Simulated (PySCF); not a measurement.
A species of formula CH8OSSi2 has this rotational fingerprint, computed with PBE0-D3(BJ)/def2-SVP geometry optimisation, gas phase in PySCF:

```
Rotational constants : A = 2956, B = 1570, C = 1174 MHz
Dipole components    : |μa| = 1.18 D, |μb| = 0.06 D, |μc| = 1.54 D
Inertial defect      : -62.30 u·Å²
κ                    : -0.56
```

Question: Which structure is it? (One computed conformer of each.)
A. `[CH3:1][S:2][Si@@H:3]([OH:4])[SiH3:5]` with C1–S2–Si3–O4 156°, S2–Si3–O4–H -57°
B. `[CH3:1][S:2][SiH2:3][O:4][SiH3:5]` with C1–S2–Si3–O4 69°, S2–Si3–O4–Si5 32°

Answer: A. It is CS[Si@@H](O)[SiH3], an asymmetric top, point group C1. The candidates at the same level (rigid rotor, commonest isotopes):

```json
{"SMILES": "CS[Si@@H](O)[SiH3]", "A (MHz)": "2956", "B (MHz)": "1570", "C (MHz)": "1174", "μa (D)": "1.18", "μb (D)": "0.06", "μc (D)": "1.54", "Δ (u·Å²)": "-62.30", "point group": "C1", "rotor": "asymmetric top"}
{"SMILES": "CS[SiH2]O[SiH3]", "A (MHz)": "3680", "B (MHz)": "1432", "C (MHz)": "1212", "μa (D)": "0.17", "μb (D)": "0.69", "μc (D)": "0.96", "Δ (u·Å²)": "-73.15", "point group": "C1", "rotor": "asymmetric top"}
```

`CS[SiH2]O[SiH3]` has A 24 % too high. No structure here is proved a minimum.
